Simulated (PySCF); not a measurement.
Species: C4H8N2PSi (doublet state).
Atom-mapped SMILES: `[CH2:1]=[N:2][C:3]1=[C:4][CH2:5][Si@:6]1([NH2:7])[PH2:8]` (hydrogens: H9, H10 on C1; H11, H12 on C5; H13, H14 on N7; H15, H16 on P8)

Structure used (GFN2-xTB), in Å, numbered top down from 1:
```
atom  x, y, z in Å
C1     3.1360   -0.3000    0.5719
N2     2.0615    0.3412    0.4063
C3     0.9028   -0.2065   -0.0084
C4     0.5237   -1.1901   -0.8208
C5    -0.9526   -1.2058   -0.9953
Si6   -0.9641    0.2510    0.3007
N7    -1.4426   -0.0794    1.9236
P8    -1.9967    2.1534   -0.3275
H9     4.0139    0.2458    0.8857
H10    3.2346   -1.3766    0.4167
H11   -1.2606   -0.9753   -2.0131
H12   -1.4060   -2.1527   -0.7089
H13   -1.0899   -0.8971    2.3935
H14   -2.3880    0.1207    2.2069
H15   -1.1937    2.3360   -1.4398
H16   -1.1858    2.9445    0.4644
```

The hyperfine couplings belong to this conformer and change with its torsions.

Level of theory: UKS B3LYP, pcH-1 on C H N P Si, non-relativistic, mean-field spin-orbit, GIAO in PySCF 2.14.0. Geometry: GFN2-xTB, one conformer, isolated molecule. A GFN2-xTB geometry isn't a minimum of the functional, and hyperfine couplings can be far from their values at a DFT geometry. The frame is twisted about the N2–C3 bond at this geometry (dihedral C1–N2–C3–C4 = -33°); couplings at other torsion angles weren't computed. The SCF solution wasn't tested for stability.

(1) Where do the isotropic ENDOR lines of N2, N7, H11, H14, H10, H12, H9, H13 and H15/H16 fall at 343.9 mT, to first order?

(2) Which pairs are centred on the nuclear Larmor frequency, and which on half the coupling?

Results:

(1) For S = 1/2 in fast tumbling each set of equivalent nuclei gives two lines, ν± = |νn ± a/2| to first order, with νn = g_N μN B/h and μN/h = 7.62259 MHz/T.

| nuclei | isotope | g_N | νn (MHz) | a_iso (MHz) | lower line (MHz) | upper line (MHz) |
| --- | --- | --- | --- | --- | --- | --- |
| N2 | 14N | 0.4038 | 1.06 | 15.16 | 6.52 | 8.64 |
| N7 | 14N | 0.4038 | 1.06 | 5.57 | 1.73 | 3.84 |
| H11 | 1H | 5.5857 | 14.64 | 15.05 | 7.12 | 22.17 |
| H14 | 1H | 5.5857 | 14.64 | 6.97 | 11.15 | 18.13 |
| H10 | 1H | 5.5857 | 14.64 | 3.92 | 12.68 | 16.60 |
| H12 | 1H | 5.5857 | 14.64 | 3.65 | 12.82 | 16.47 |
| H9 | 1H | 5.5857 | 14.64 | 1.51 | 13.89 | 15.40 |
| H13 | 1H | 5.5857 | 14.64 | -0.90 | 14.19 | 15.09 |
| H15/H16 | 1H | 5.5857 | 14.64 | -0.87 | 14.21 | 15.08 |

(2) Centred on νn, since |a| < 2νn: H11, H14, H10, H12, H9, H13 and H15/H16. Centred on |a|/2 and split by 2νn: N2 and N7.

Couplings of abundant isotopes left out: P8 (12.4 MHz).

Nuclei that the bonding pattern makes equivalent are averaged, as if the motion that swaps them (rotation, inversion, ring flip) were fast. H13 and H14 aren't averaged: N7 is flat or nearly so (angle sum 350°), and its turn about the short N7–Si6 bond (1.72 Å) is taken as slow.

Largest spin populations (Mulliken): C4 (+0.81), Si6 (+0.13) and P8 (+0.08). No atom but C4 exceeds +0.15.

On Arm Neoverse V1, one thread, no GPU, shared host with 32 logical CPUs at a one-minute load of 43, this took 2.4 min of wall time (with the writing of density and orbital grids) and 0.97 GiB of memory at its peak.
